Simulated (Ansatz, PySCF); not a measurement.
Gas-phase reaction R1 → 2 P1, each structure at its B3LYP-D3(BJ)/def2-TZVP stationary point, reached from a drawn start (curvature not checked).
R1, I2 (SMILES II) (charge 0, multiplicity 1):
| atom | x (Å) | y (Å) | z (Å) |
|---|---|---|---|
| I | 0.0000 | 0.0000 | -1.3474 |
| I | 0.0000 | 0.0000 | 1.3474 |
P1: I atom, charge 0, multiplicity 2.

P less R. No zero-point or thermal terms; singlets are restricted closed shells; open shells are unrestricted; no spin–orbit coupling.

Codes used: Ansatz (Gaussian orbitals); PySCF for M06-2X. Each number belongs to the level named beside it. Elements past Kr take the def2 small-core potentials, without spin–orbit coupling.

Problem. One of these levels gives 0.465 eV for the reaction energy. Which one is it?
A) revPBE/def2-TZVPP
B) HF/def2-SVP
C) HF/def2-TZVPP
D) M06-2X/def2-TZVPP

Solution. B, HF/def2-SVP. The others give 0.597 (HF/def2-TZVPP), 1.992 (revPBE/def2-TZVPP), 1.457 (M06-2X/def2-TZVPP)

Ansatz is a program for electronic structure.
